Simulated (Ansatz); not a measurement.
Program: Ansatz. Geometries: PBE0-D4/def2-TZVP. ΔE: electronic, gas phase. CBS: MP2 limit from def2 TZ/QZ plus the TZ coupled-cluster correction, frozen cores. This one scheme is used for every species. DFT in def2-TZVPP. One conformer a species, not always the lowest.

Consider the substitution at a C–Al bond: `C[CH2][Al]([CH3])[CH3]` + `C#CCO` → `C#CCOCC` + `[CH3][AlH][CH3]`.

**Question.** Is it downhill or uphill in electronic energy at CCSD(T)/CBS, and by how much? (An estimate is asked.)

**Answer.** Ansatz gave: Uphill: ΔE = +53.5 kJ/mol.

**Question.** What do these levels give: CAM-B3LYP-D4, ωB97M-V, r2SCANh, CCSD(T)/def2-SVP, CCSD(T)/def2-TZVPP, MP2/def2-QZVPP? (Estimate.)

**Answer.** Computed: CAM-B3LYP-D4 45.2, ωB97M-V 51.5, r2SCANh 52.0, CCSD(T)/def2-SVP 33.1, CCSD(T)/def2-TZVPP 50.0, MP2/def2-QZVPP 56.5 kJ/mol.

Largest T1 diagnostic among the species: 0.012.

At CCSD(T), def2-SVP lies −20.3 kJ/mol from the extrapolated value and def2-TZVPP −3.4 kJ/mol. From BLYP to BHLYP (50 % exact exchange), in def2-TZVPP and without D4, ΔE moves by −3.8 kJ/mol.
